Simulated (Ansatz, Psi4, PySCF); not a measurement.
Torsional profile of B₂Cl₄, SMILES ClB(Cl)B(Cl)Cl. Scanned: dihedral Cl1–B2–B4–Cl5; all other coordinates were relaxed at B3LYP-D3(BJ)/def2-SVP. Points at φ and −φ are mirror images. Heavy atoms are numbered in the order of the SMILES ClB(Cl)B(Cl)Cl, hydrogens after them in the order of the atoms that carry them; the mirror image has the same energies with the sign of each dihedral reversed.

Levels: RKS-B3LYP/6-311+G** = restricted B3LYP/6-311+G**, spherical d, density fitting // B3LYP-D3(BJ)/def2-SVP run with PySCF; B3LYP/def2-TZVP // B3LYP-D3(BJ)/def2-SVP (Psi4); MP2/cc-pVTZ = MP2 on RHF/cc-pVTZ, frozen core // B3LYP-D3(BJ)/def2-SVP run with Ansatz (an electronic-structure program); CCSD(T)/cc-pVTZ = CCSD(T) on RHF/cc-pVTZ, frozen core // B3LYP-D3(BJ)/def2-SVP (Ansatz).

Energies relative to the lowest point of each profile, in eV:

| φ / ° | RKS-B3LYP/6-311+G** | B3LYP/def2-TZVP | MP2/cc-pVTZ |
|---|---|---|---|
| -140 | 0.056 | 0.060 | 0.043 |
| -100 | 0.000 | 0.000 | 0.000 |
| -60 | 0.022 | 0.023 | 0.017 |
| -40 | 0.057 | 0.060 | 0.043 |
| -20 | 0.089 | 0.094 | 0.069 |
| 20 | 0.089 | 0.094 | 0.069 |
| 40 | 0.057 | 0.060 | 0.043 |
| 80 | 0.000 | 0.000 | 0.000 |
| 100 | 0.000 | 0.000 | 0.000 |
| 120 | 0.021 | 0.023 | 0.017 |
| 160 | 0.089 | 0.094 | 0.069 |
| 180 | 0.103 | 0.108 | 0.080 |

### Question
What does CCSD(T)/cc-pVTZ give at the same points?

### Answer
-140: 0.043; -100: 0.000; -60: 0.017; -40: 0.044; -20: 0.070; 20: 0.070; 40: 0.044; 80: 0.000; 100: 0.000; 120: 0.017; 160: 0.070; 180: 0.081 (eV).
